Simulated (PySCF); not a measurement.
A PySCF script (with the pyscf-properties extension) for the NMR shieldings of SMILES C=CCC1=C(F)[C@H]1O[SiH3], C$_{6}$H$_{9}$FOSi, on a GFN2-xTB geometry:

```python
import basis_set_exchange as bse
import numpy as np
from pyscf import gto, dft
from pyscf.prop import nmr

atoms = """
C    -2.266343    0.573052    1.868959
C    -2.169159    0.018646    0.676514
C    -1.107829   -0.969016    0.293770
C    -0.296988   -0.466448   -0.829944
C    -0.014681    0.427192   -1.733524
F    -0.302169    1.578872   -2.322591
C     0.949981   -0.690290   -1.665467
O     2.212460   -0.535843   -1.126331
Si    2.749871    0.489169    0.012083
H    -1.576964    0.336220    2.663133
H    -3.040031    1.282538    2.106452
H    -2.864574    0.271477   -0.111939
H    -1.567882   -1.917571   -0.007629
H    -0.447954   -1.175329    1.141169
H     0.983493   -1.460309   -2.432390
H     2.548584    1.886520   -0.374621
H     4.143996    0.085652    0.044406
H     2.057431    0.271787    1.287734
"""
names = dict.fromkeys(["C", "F", "O", "Si", "H"], "pcSseg-1")
basis = {el: gto.basis.parse(bse.get_basis(n, elements=[el], fmt="nwchem")) for el, n in names.items()}
mol = gto.M(atom=atoms, basis=basis, charge=0, verbose=0)
mf = dft.RKS(mol, xc="PBE0")
mf.grids.level = 2
mf.grids.alignment = dft.numint.BLKSIZE   # the property module wants whole blocks of grid points
mf.conv_tol = 1e-9
mf.kernel()

calc = nmr.RKS(mf)   # GIAO
C = mf.mo_coeff
Co = C[:, mf.mo_occ > 0]
resp = mf.gen_response(singlet=True, hermi=2)
def vind(x):   # induced exchange potential for any number of trial vectors
    d = np.einsum("pi,xij,qj->xpq", C, 2 * x.reshape(-1, C.shape[1], Co.shape[1]), Co, optimize=True)
    return np.einsum("xpq,pi,qj->xij", resp(d - d.transpose(0, 2, 1)), C, Co, optimize=True).ravel()
mo1, _ = nmr.rhf.solve_mo1(calc, with_cphf=vind)
sigma = calc.kernel(mo1)
for i, s in enumerate(sigma):   # ppm
    print("%2d %-2s %9.2f" % (i, mol.atom_pure_symbol(i), np.trace(s) / 3))
```

Task: Give the expected output.

Result: 
```
 0 C      62.87
 1 C      44.16
 2 C     151.83
 3 C      79.76
 4 C      24.24
 5 F     311.41
 6 C     124.15
 7 O     278.13
 8 Si    395.88
 9 H      26.11
10 H      26.21
11 H      25.29
12 H      28.48
13 H      28.55
14 H      27.16
15 H      26.97
16 H      27.09
17 H      26.98
```

These numbers come from an equivalent density-fitted implementation of the same equations, which agrees with the script to about 0.01 ppm for H and up to a few tenths of a ppm for heavy atoms, so last digits may differ.

Task: Turn these shieldings into chemical shifts. Referencing at the same level of theory: ¹³C (σ = 186.93 ppm) and ²⁹Si (σ = 349.16 ppm) and ¹H (σ = 31.72 ppm) against TMS; ¹⁹F (σ = 170.95 ppm) against CFCl3; H2O for ¹⁷O (σ = 336.08 ppm).

Result: Averaging equivalent atoms: C 4: 162.7; C 1: 142.8; C 0: 124.1; C 3: 107.2; C 6: 62.8; C 2: 35.1; F 5: -140.5; O 7: 58.0; Si 8: -46.7; H 11: 6.43; H 9: 5.61; H 10: 5.50; H 15/16/17: 4.70; H 14: 4.56; H 12: 3.24; H 13: 3.16 ppm. Unscaled 19F shifts against computed CFCl3 carry errors that often reach 10 to 50 ppm. Experimental scales use liquid or dissolved standards, which lie at an offset from isolated H2O (liquid H2O: subtract about 36 ppm).

Size and cost of the density-fitted run: 205 basis functions, 71 s wall time on 1 thread of an Arm Neoverse N1, shared host; peak memory 0.92 GiB.
